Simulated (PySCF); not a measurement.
**BiH and its ions**

PBE0; basis Bi cc-pVTZ-PP with ECP60, H cc-pVTZ; scalar-relativistic core potentials; PySCF 2.14. Neutral (UKS): triplet (π ↑↑), Re = 1.799 Å, ωe = 1810 cm⁻¹, De = 2.36 eV, HOMO -6.14 eV, LUMO -2.69 eV.

BiH⁺ (UKS): doublet (π ↑), Re = 1.791 Å, ωe = 1889 cm⁻¹. The energies at the minima are -215.20558 hartree for BiH and -214.89156 for BiH⁺.

Work out the adiabatic ionisation energy, without and with harmonic zero-point energies (1 hartree = 27.2114 eV, 1 eV = 8065.5 cm⁻¹), and the change of the bond length.

At PBE0: 0.31402 hartree = 8.545 eV between the minima; the zero-point term (1889.0 − 1810.0)/2 cm⁻¹ = +0.005 eV makes it 8.550 eV. Re changes by -0.8 pm against the neutral. The electron leaves a π orbital, which is non-bonding in a hydride.

These are scalar-relativistic numbers at best; spin–orbit coupling would shift them, the dissociation energy most. States were picked by a PBE0 search and need not be the measured ground states.
